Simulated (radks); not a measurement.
Q: All-electron atom: Al in [Ne] 3s2 3p(up 0.625, down 0.375) (fractional occupations, a model configuration). Calculated with a radial shooting solver on a logarithmic mesh with Libxc functionals: scalar-relativistic Kohn-Sham, PBE, spin-polarised, spherical densities, point nucleus. Some entries of the table are withheld. Estimate them.

| orbital | occ. | eigenvalue (hartree) | <r> (bohr) | <r^2> (bohr^2) |
|---|---|---|---|---|
| 1s up | 1 | -55.53354 | 0.1202 | 0.01946 |
| 1s down | 1 | -55.53312 | 0.1202 | 0.01946 |
| 2s up | 1 | -3.97505 | 0.6260 | (1) |
| 2s down | 1 | -3.97454 | 0.6261 | (2) |
| 2p up | 3 | (3) | 0.6034 | (4) |
| 2p down | 3 | (5) | 0.6034 | (6) |
| 3s up | 1 | -0.28817 | 2.544 | 7.558 |
| 3s down | 1 | -0.28125 | 2.541 | 7.549 |
| 3p up | 0.625 | -0.10296 | 3.435 | 14.22 |
| 3p down | 0.375 | -0.09597 | 3.462 | 14.49 |

A: 
(1) 2s up <r^2> (bohr^2): 0.4701
(2) 2s down <r^2> (bohr^2): 0.4701
(3) 2p up eigenvalue (hartree): -2.55946
(4) 2p up <r^2> (bohr^2): 0.4632
(5) 2p down eigenvalue (hartree): -2.55881
(6) 2p down <r^2> (bohr^2): 0.4632
